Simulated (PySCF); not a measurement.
Cartesian coordinates (Å):
```xyz
15

C      1.2589    -0.1901     0.2218
C      0.6277     0.8874    -0.6839
C     -0.8595     0.8829    -0.3336
C     -1.1362    -0.5815    -0.0181
C      0.0806    -0.9943     0.8087
H      1.8574     0.2591     1.0171
H      1.9335    -0.8314    -0.3491
H      1.0897     1.8682    -0.5561
H      0.7528     0.6128    -1.7354
H     -1.0391     1.4903     0.5606
H     -1.4878     1.2837    -1.1321
H     -1.1725    -1.1564    -0.9503
H     -2.0822    -0.7447     0.5030
H      0.2571    -2.0716     0.7933
H     -0.0801    -0.7144     1.8540
```
Charge 0, spin multiplicity 1.

Problem. Give the dipole moment, HOMO–LUMO gap, HOMO, LUMO and total energy at the level PBE-D3(BJ)/def2-TZVP // PBE0-D3(BJ)/def2-TZVP in PySCF.

Solution. 
```
Item                  Value
-------------  ------------
dipole moment        0.02 D
HOMO–LUMO gap       7.63 eV
HOMO               -7.30 eV
LUMO                0.34 eV
total energy   -196.3511 Ha
```
